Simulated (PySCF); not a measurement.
P⁺ (phosphorus, charge +1) across methods

[Ne] 3s2 3p1 3d1, one real determinant (an excited configuration). Computed with PySCF 2.14 in aug-cc-pCVTZ-DK (8s7p5d3f, 75 functions), with scalar relativity by spin-free X2C-1e.

```csv
method,E (hartree),mean ε 3s β (eV),mean ε 3p α (eV),mean ε 3d α (eV),Σ⟨r²⟩ (bohr²),⟨S²⟩
UHF,-340.73527,-28.782,-22.169,-7.457,29.19,2.010
wB97X,-341.2844,-28.244,-20.598,-8.051,26.90,2.002
PBE0,-341.1725,-25.744,-18.311,-6.586,27.22,2.003
revPBE,-341.2586,-24.299,-16.875,-6.110,26.88,2.002
wB97X-V,-341.2381,-28.321,-20.581,-8.069,27.17,2.002
r2SCAN,-341.2660,-24.620,-17.300,-6.063,27.04,2.004
LC-wPBE,-341.1788,-28.635,-21.203,-8.379,26.79,2.003
PBE,-341.1588,-24.367,-16.877,-6.079,26.89,2.001
```

Q: Estimate the same row for LDA.

A: E (hartree) = -340.0297; mean ε 3s β (eV) = -24.570; mean ε 3p α (eV) = -16.828; mean ε 3d α (eV) = -5.944; Σ⟨r²⟩ (bohr²) = 27.01; ⟨S²⟩ = 2.001.

⟨L²⟩ = 8.03 against 12 for a pure F term, so this real determinant mixes terms. The outer electron is Rydberg-like, and this basis confines it to a smaller radius and binds it less than a complete one would.
